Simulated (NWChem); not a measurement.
Molecule: CH3BI2O; SMILES IB(OC)I

```xyz
8

B     -0.6517     0.0331     0.0000
I      0.3062     1.9477     0.0000
I      0.5542    -1.7540     0.0000
O     -1.9752     0.0128     0.0000
C     -2.8674    -1.0793     0.0000
H     -3.5029    -1.0089     0.8941
H     -3.5029    -1.0089    -0.8941
H     -2.3323    -2.0408     0.0000
```
Atoms are numbered in this order, from 1.

Program: NWChem. Medium grid unless said otherwise, to which SCAN and Minnesota functionals are sensitive. The geometry was optimised at PBE0/def2-SVP. Not confirmed as a minimum by frequencies. def2 effective core potentials on I; no spin-orbit coupling.

For level PBE0/def2-SVP:

```
Quantity                     Result
---------------------------  ------
highest occupied level (eV)   -7.22
orbital gap (eV)               6.39
```

### Question
What are these values for level r2SCAN0/def2-SVP?

### Answer
| Quantity | Result |
|---|---|
| highest occupied level (eV) | -7.43 |
| orbital gap (eV) | 6.72 |
